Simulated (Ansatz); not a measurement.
Geometry optimisation, RKS PBE0-D4/def2-SVP (Ansatz).

Input:

```yaml
crystal:
  periodic: [false, false, false]
  atoms:
    - { symbol: Si, position_ang: [0.0, 0.0, 0.0] }
    - { symbol: Cl, position_ang: [0.0, 0.0, 2.13] }
    - { symbol: F, position_ang: [1.4994, 0.0, -0.5295] }
    - { symbol: H, position_ang: [-0.6877, 1.1914, -0.4862] }
    - { symbol: C, position_ang: [-0.8808, -1.5259, -0.6227] }
    - { symbol: H, position_ang: [-1.3804, -2.0377, 0.2261] }
    - { symbol: H, position_ang: [-1.6409, -1.2332, -1.3768] }
    - { symbol: H, position_ang: [-0.1449, -2.2146, -1.0879] }
basis:
  gaussian: { orbitals: def2-SVP }
hamiltonian:
  xc: pbe0
  dispersion: d4
relax:
  f_tol: 0.02
  max_steps: 40
```

Launched with:

```bash
$ ansatz run input.yaml --threads 2 --pin off --max-ram 3072MiB --backend cpu --events-out ev --progress --plain --runs-dir out
```

Q: Where does it end, and by what steps?

A: It converged. After 11 steps the energy has fallen by 0.155 eV; H8 moved furthest, 0.65 Å.

```
step  energy less start (eV)  largest force component (eV/Å)  accepted
   0                  0.0000                           1.263       yes
   1                 -0.0831                           0.652       yes
   2                 -0.1001                           0.265       yes
   3                 -0.1086                           0.085       yes
   4                 -0.1026                           0.638        no
   5                 -0.1197                           0.050       yes
   6                 -0.1285                           0.161       yes
   7                 -0.1307                           0.460       yes
   8                 -0.1487                           0.316       yes
   9                 -0.0698                           0.958        no
  10                 -0.1548                           0.043       yes
  11                 -0.1554                           0.018       yes
```

```xyz
8
Properties=species:S:1:pos:R:3
Si -0.061 0.006 0.011
Cl 0.409 -0.205 2.005
F 1.330 0.229 -0.791
H -0.871 1.238 -0.150
C -0.882 -1.532 -0.609
H -1.821 -1.714 -0.064
H -1.114 -1.439 -1.682
H -0.225 -2.403 -0.467
```

Whether the end is a true minimum wasn't checked by a vibrational analysis.

Time of the run: 25 s on 2 threads of Arm Neoverse V1, on a shared host, peak memory 0.16 GiB.
